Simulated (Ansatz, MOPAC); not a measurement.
Process, species as SMILES: B(O)([O-])C -> [CH2-]B(O)O

Wanted: isomerisation energy (enthalpy at 298 K), in kcal/mol. Set-up: 6-311+G** with 5d; non-relativistic; dispersion terms only where a functional's name holds one; spin-orbit terms left out; frozen cores in correlated levels. CBS(X,Y): correlation extrapolated as X^-3; Hartree-Fock from the larger set. First-principles rows: single points at B3LYP-D3(BJ) geometries (Ansatz, a program for electronic structure), with unscaled harmonic terms from B3LYP/6-31G* (Ansatz) at its own minima. Semi-empirical rows: MOPAC heats of formation at their own minima for 298 K.

```
species      coefficient  E at B3LYP/6-311+G** (Ansatz), Eh  E at PBE/def2-TZVPD (Ansatz), Eh  H(298 K) - E, kcal/mol  heat of formation at MNDO (MOPAC), kcal/mol
-----------  -----------  ---------------------------------  --------------------------------  ----------------------  -------------------------------------------
CB([O-])O             -1                         -216.03040                        -215.78670                   39.77                                      -174.62
[CH2-]B(O)O           +1                         -215.98686                        -215.74374                   38.81                                      -156.32
```

Coupled cluster (Ansatz) is a level with limits of its own, used here on species with T1 under 0.025 (0.045 for open shells) and stable references: CCSD(T)/CBS(aug-cc-pVTZ,aug-cc-pVQZ). Value to compare with, CCSD(T)/CBS(aug-cc-pVTZ,aug-cc-pVQZ) (Ansatz): 24.1 kcal/mol. 1 Eh = 627.5095 kcal/mol.

Task: Compute it at each level from the table, and compare with CCSD(T)/CBS(aug-cc-pVTZ,aug-cc-pVQZ) (Ansatz).

Result: 
- B3LYP/6-311+G**: the sum of coefficient times E is 0.04354 Eh, or 27.32 kcal/mol; the thermal terms add -0.96. Result: 26.4 kcal/mol. Its difference against CCSD(T)/CBS(aug-cc-pVTZ,aug-cc-pVQZ) (Ansatz) is 2.3 kcal/mol.
- PBE/def2-TZVPD: the sum of coefficient times E is 0.04296 Eh, or 26.96 kcal/mol; the thermal terms add -0.96. Result: 26.0 kcal/mol. Its difference against CCSD(T)/CBS(aug-cc-pVTZ,aug-cc-pVQZ) (Ansatz) is 1.9 kcal/mol.
- MNDO: the sum of coefficient times heat of formation is 18.30 kcal/mol; it needs no thermal term. Its difference against CCSD(T)/CBS(aug-cc-pVTZ,aug-cc-pVQZ) (Ansatz) is -5.8 kcal/mol.
